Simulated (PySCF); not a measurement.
**Computed properties of B(H)(I)(Me) (CH4BI), SMILES CBI**

CH₄BI, SMILES CBI. Geometry optimised at B3LYP-D3(BJ)/def2-SVP. The def2 effective core potentials stand for the cores of I; spin–orbit coupling is left out. Other conformers were not sampled. All values are computed for the isolated molecule unless a solvent is named; none is compared with measurement here.

**Structure.** The optimised structure has Cs symmetry. All 15 harmonic modes at B3LYP-D3(BJ)/def2-SVP (PySCF) are real, so it is a minimum. With heavy atoms numbered as in [BH:1]([I:3])[CH3:4], the shortest bond between them is B1–C4 at 1.553 Å and the longest B1–I3 at 2.145 Å.

**Vibrations.** The strongest infrared lines (harmonic, unscaled, degenerate partners summed) lie at 1104 cm⁻¹ (227 km/mol, H 62 %, B 33 %), 2646 cm⁻¹ (99 km/mol, H 91 %, B 9 %), 1310 cm⁻¹ (70 km/mol, H 71 %, C 26 %). The softest mode is at 53 cm⁻¹ and the zero-point energy is 30.4 kcal/mol.

**Electronic structure.** PBE0/def2-TZVPD (PySCF) places the frontier levels at -7.38 and -1.67 eV, a gap of 5.71 eV, and gives a dipole moment of 1.52 D and a mean polarisability of 64.7 bohr³.

**Excitations.** TDA-CAM-B3LYP/def2-SVPD (PySCF) has S1 at 4.43 eV (280 nm, f = 0.000, dark); the most intense of the 10 singlets computed lies at 5.64 eV (f = 0.13). T1 (TDA) is at 4.24 eV, 0.19 eV under S1. No vertical singlet excitation falls in the visible range (under 3.1 eV).
